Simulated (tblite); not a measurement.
Parent: `[CH:1]#[C:2]/[CH:3]=[CH:4]/[SiH:5]([CH3:6])[CH3:7]` with C3–C4–Si5–C6 120°, C6H10Si.

The geometries are computed with GFN2-xTB (gas phase). One conformer each, not checked by frequencies here.

```tsv
coordinate of the parent	value
C1≡C2	1.202 Å
C2–C3	1.409 Å
C3=C4	1.336 Å
C4–Si5	1.884 Å
Si5–C6	1.904 Å
Si5–C7	1.904 Å
C1–C2–C3	179.4°
C2–C3–C4	123.5°
C3–C4–Si5	124.7°
C4–Si5–C6	108.9°
C4–Si5–C7	108.9°
C6–Si5–C7	109.6°
```

Problem. How does the shared frame change in `[CH:1]#[C:2]/[CH:3]=[C:4](\[C:5]#[CH:6])[SiH:7]([CH3:8])[CH3:9]` with C3–C4–Si7–C8 -120°, C8H10Si? Atoms pair as C1 = C1, C2 = C2, C3 = C3, C4 = C4, Si5 = Si7, C6 = C8, C7 = C9 (parent first).

Solution. 
```csv
parent,relative,value in the relative,change
C1≡C2,C1≡C2,1.203 Å,+0.001
C2–C3,C2–C3,1.404 Å,-0.005
C3=C4,C3=C4,1.348 Å,+0.012
C4–Si5,C4–Si7,1.900 Å,+0.016
Si5–C6,Si7–C8,1.901 Å,-0.003
Si5–C7,Si7–C9,1.901 Å,-0.003
C1–C2–C3,C1–C2–C3,179.7°,+0.3
C2–C3–C4,C2–C3–C4,123.9°,+0.4
C3–C4–Si5,C3–C4–Si7,122.7°,-2.0
C4–Si5–C6,C4–Si7–C8,108.7°,-0.2
C4–Si5–C7,C4–Si7–C9,108.7°,-0.2
C6–Si5–C7,C8–Si7–C9,109.9°,+0.3
```

Of the parent's bonds, C4–Si5 changes most (+0.016 Å). Bonds of the relative outside the shared frame: C4–C5 1.408, C5≡C6 1.203 Å. Point group Cs → Cs.
